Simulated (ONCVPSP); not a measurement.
Sc (Z = 21), ONCV: configuration errors across variants

Sc (Z = 21), optimised norm-conserving Vanderbilt (ONCV), made with ONCVPSP 4.0.1 (PBE, non-relativistic). Core [Ne], reference 3s2 3p6 3d1.5 4s1.5. Waves: 3s+4s: rc 1.85 bohr, ncon 4, nbas 8, qcut 7.7 1/bohr, 3 projectors, debl 1.7 Ha; 3p: rc 1.85 bohr, ncon 4, nbas 7, qcut 8.8 1/bohr, 2 projectors, debl 2 Ha; 3d: rc 2.00 bohr, ncon 4, nbas 9, qcut 7.9 1/bohr, 2 projectors, debl 3.5 Ha. Local part: polynomial inside 1.70 bohr (lpopt 2, dvloc0 0 Ha). Core correction: Teter function, fcfact 4, rcfact 1.55.

All-electron excitation energies from the reference (eV): (1) 3s2 3p6 3d1 4s2 -0.607; (2) 3s2 3p6 3d1 4s1 6.246; (3) 3s2 3p6 3d1 4s0 18.940; (4) 3s2 3p6 3d0 4s2 4p1 3.018.

Errors AE − PS in meV (a dash: test not solved or not reliable):

| change | (1) | (2) | (3) | (4) | bound ghosts | GHOST(+) flags above zero |
| --- | --- | --- | --- | --- | --- | --- |
| base | +5.6 | +3.8 | +1.3 | +115 | none | none |
| core correction Teter function, fcfact 4, rcfact 0.96 | +5.5 | +3.7 | +1.4 | +112 | none | none |
| core correction Teter function, fcfact 4, rcfact 1.12 | +5.5 | +3.7 | +1.3 | +113 | none | none |
| core correction Teter function, fcfact 4, rcfact 1.38 | +5.6 | +3.8 | +1.3 | +115 | none | none |
| core correction Teter function, fcfact 4, rcfact 1.48 | +5.6 | +3.8 | +1.3 | +115 | none | none |
| core correction Teter function, fcfact 4, rcfact 1.7 | +5.6 | +3.8 | +1.3 | +114 | none | none |
| core correction Teter function, fcfact 4, rcfact 2 | +4.8 | +3.3 | +0.6 | +100 | none | none |

**Question.** Give the same row for: core correction Teter function, fcfact 4, rcfact 1.86.

**Answer.** +5.3, +3.6, +1.1, +109; bound ghosts: none; GHOST(+) flags above zero: none.
